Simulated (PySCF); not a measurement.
C₇H₁₃OP.
Z-matrix (Å and degrees, GFN2-xTB geometry), rows numbered from 1:
```
C 
C   1  1.5185
P   2  1.8395  1  116.09
O   3  1.4683  2  112.63  1   179.39
C   3  1.8464  2  107.41  1   -50.31
C   5  1.4953  3  103.48  2    89.80
C   6  1.3273  5  117.86  3    14.99
C   7  1.4931  6  125.37  5   179.26
C   7  1.5025  6  116.10  5     0.14
H   1  1.0886  2  110.02  3   179.49
H   1  1.0868  2  110.97  3   -60.62
H   1  1.0868  2  110.94  3    59.57
H   2  1.0944  1  111.23  3  -120.25
H   2  1.0943  1  111.30  3   120.61
H   5  1.0948  3  107.71  2  -151.73
H   5  1.0919  3  113.20  2   -32.77
H   6  1.0796  5  119.30  3  -165.75
H   8  1.0898  7  110.18  6  -118.96
H   8  1.0867  7  110.92  6     1.52
H   8  1.0900  7  110.52  6   122.29
H   9  1.0943  3  107.55  2   152.29
H   9  1.0917  3  113.30  2    33.37
```

Definitions: NICS(0) = −σiso at the ring centroid; NICS(1) = −σiso and NICS(1)zz = −σzz at ±1 Å along the ring normal z. Level: GIAO PBE0/pcSseg-1 (PySCF, non-relativistic, gas phase) on the GFN2-xTB geometry, one conformer.

Ring bond lengths (Å), with Mayer bond orders in brackets: P3–C5 1.846 (0.90), C5–C6 1.495 (1.02), C6–C7 1.327 (1.84), C7–C9 1.502 (1.02), C9–P3 1.846 (0.88).

Q: Give the NICS values of each ring in ppm.

A: 
| ring | type | NICS(0) | NICS(1), two faces | NICS(1)zz, two faces | rms pucker (Å) | centre to ring atoms, mean (Å) |
| --- | --- | --- | --- | --- | --- | --- |
| P3–C5–C6–C7–C9 | 5-membered ring with P; formal bonds 1 double, 4 single | -2.8 | -1.5 / -5.4 | 0.3 / -7.4 | 0.12 | 1.35 |

Q: What can be read from them?

A: 
- P3–C5–C6–C7–C9: mean NICS(1)zz -3.5 ppm, shielded. P3, C5, C9 have four or more neighbours; no verdict on aromaticity is drawn. The two faces differ by 7.7 ppm, so no symmetry operation interchanges them.

Q: At the second NICS(1) probe listed for ring P3–C5–C6–C7–C9, 1 Å off the ring, what do the in-plane components average?

A: The isotropic value is a third of the trace: (3 × -5.4 − (-7.4))/2 = -4.4 ppm.

Rough CPU time on one thread of a shared machine: about 2.3 min. This is the whole shielding run at PBE0/pcSseg-1, SCF included.
